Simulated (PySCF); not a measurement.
Geometry:
```csv
atom,x (Å),y (Å),z (Å)
Si1,-0.571,-0.053,1.636
Cl2,-1.235,-0.102,3.526
O3,1.077,0.148,1.532
Si4,1.717,0.207,-0.003
Cl5,3.707,0.452,-0.010
O6,1.235,-1.198,-0.750
Si7,-0.402,-1.487,-0.793
Cl8,-0.859,-3.204,-1.722
O9,-0.914,-1.443,0.789
O10,-1.081,-0.156,-1.525
Si11,-0.748,1.317,-0.828
Cl12,-1.617,2.850,-1.780
O13,-1.238,1.191,0.756
O14,0.911,1.436,-0.783
```

Geometry: PBE0-D3(BJ)/def2-SVP; GIAO absolute shieldings from PySCF 2.14.0 with density-fitted response routines, gas phase, non-relativistic, averaged over equivalent atoms.

At wB97X-D/pcSseg-1 (294 basis functions):
```json
{"atoms": "Si1/Si4/Si7/Si11", "σ (ppm)": "404.7"}
{"atoms": "Cl2/Cl5/Cl8/Cl12", "σ (ppm)": "908.1"}
{"atoms": "O3/O6/O9/O10/O13/O14", "σ (ppm)": "187.3"}
```

Estimate the result of repeating the calculation with PBE0/pcSseg-1.

## Answers


```
               atoms  σ at PBE0/pcSseg-1  change
    Si1/Si4/Si7/Si11               406.1    +1.4
    Cl2/Cl5/Cl8/Cl12               903.5    -4.6
O3/O6/O9/O10/O13/O14               180.8    -6.5
```

The largest change is at O3/O6/O9/O10/O13/O14 (oxygen bonded to 2 Si). Cost: 294 basis functions.
